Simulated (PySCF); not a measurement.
Delta-SCF ions had no search for a lower state. Excitations are Tamm–Dancoff values on a coarser integration grid. The basis has no diffuse functions, so Rydberg states are missing or too high.

C$_{8}$H$_{7}$ClSSi, SMILES `c1(Cl)c([SiH3])cc2c(c1)ccs2` (charge 0, multiplicity 1)

Computed with PySCF with PBE-D3(BJ)/def2-TZVP // PBE0-D3(BJ)/def2-SVP.

- HOMO: -5.69 eV
- dipole moment: 2.29 D
- HOMO–LUMO gap: 3.53 eV
- LUMO: -2.16 eV
- S1 excitation (TDA): 4.04 eV
- S1 oscillator strength: 0.033
- brightest of the four lowest singlets (TDA): 5.08 eV
- T1 excitation (TDA): 3.20 eV
- S1–T1 gap (TDA): 0.85 eV
- vertical ionisation energy (Delta-SCF): 7.98 eV
- total energy: -39625.83 eV
- cost: around 12 core-minutes (rough)

```xyz
18

Si     3.2378     0.0002    -0.3511
C      1.3777     0.0444    -0.0668
C      0.5052    -0.5094    -1.0038
C     -0.8732    -0.4696    -0.7800
S     -2.1252    -1.0957    -1.8104
C     -3.3475    -0.5722    -0.7026
C     -2.8496     0.0493     0.4011
C     -1.4164     0.1240     0.3847
C     -0.5418     0.6832     1.3315
C      0.8194     0.6334     1.0910
Cl     1.8979     1.3280     2.2679
H      3.8119     1.3760    -0.4235
H      3.9365    -0.7629     0.7247
H      3.4556    -0.6895    -1.6595
H      0.9006    -0.9734    -1.9110
H     -4.3948    -0.7601    -0.9390
H     -3.4710     0.4448     1.2053
H     -0.9233     1.1494     2.2414
```
Charge 0, spin multiplicity 1.
